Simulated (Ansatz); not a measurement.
`C[N]([SiH2]Cl)[GeH2][Cl]` + H₂Se → `[Cl][GeH2][SeH]` + `CN[SiH2]Cl`  (ligand exchange at a Ge–N bond)

Calculated with Ansatz (gas phase, PBE0-D4/def2-TZVP geometries, no zero-point term in ΔE). CCSD(T)/CBS adds triple-zeta CCSD(T) − MP2 to the extrapolated MP2 energy (def2 sets, frozen cores). Functionals use def2-TZVPP. For Ge, Se outer-core shells are correlated without core-valence functions, which leaves a few kJ/mol of doubt a bond. Scalar relativity is left out up to krypton. Each species was taken in one conformer, which may not be the lowest.

```tsv
species	PBE energy (Eh)
`C[N]([SiH2]Cl)[GeH2][Cl]`	-3383.19140
H₂Se	-2402.38393
`[Cl][GeH2][SeH]`	-4939.76836
`CN[SiH2]Cl`	-845.82508
```

Question: Work out ΔE.

Answer: ΔE = (-4939.76836) + (-845.82508) − (-3383.19140) − (-2402.38393) = -0.01811 Eh = -47.5 kJ/mol. CCSD(T)/CBS gives -30.0 kJ/mol.

Largest T1 diagnostic among the species: 0.011.

In def2-TZVPP, CCSD(T) changes the Hartree–Fock value by +18.1 kJ/mol (the triples alone add +2.6 kJ/mol) and MP2 by +17.6 kJ/mol. The D4 term adds +10.6 kJ/mol with B3LYP and +6.4 kJ/mol with PBE0; it sums over pairs of atoms, weighted by their polarisabilities, and B3LYP, whose exchange is more repulsive, gets the larger term.

B3LYP here is the variant with VWN-RPA as its local correlation; programs differ in this.
